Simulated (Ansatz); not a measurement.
Reactions of `CC1OB1O`.

Calculated with Ansatz (gas phase, PBE0-D4/def2-TZVP geometries, no zero-point term in ΔE). CBS: MP2 limit from def2 TZ/QZ plus the TZ coupled-cluster correction, frozen cores. This one scheme is used for every species. Functionals use def2-TZVPP. Each species was taken in one conformer, which may not be the lowest.

```
                                                       reaction  HF/CBS(def2) (eV)  PBE0-D4 (eV)  CCSD(T)/CBS(def2) (eV)
                          `CC1OB1O` + `OCS` → `CSCO` + `OB1CO1`               0.06          0.01                    0.02
`CC1OB1O` + `[CH3][AlH][SiH3]` → `[CH3][AlH][SiH2]C` + `OB1CO1`              -0.17         -0.21                   -0.21
     `CC1OB1O` + `Cl[SiH](Cl)Cl` → `CC1BO1` + `O[Si](Cl)(Cl)Cl`               0.09          0.12                    0.04
                                `CC1OB1O` + H₂ → `OB1CO1` + CH₄              -0.75         -0.57                   -0.56
```

Largest T1 diagnostic: 0.015, for `CC1BO1`.
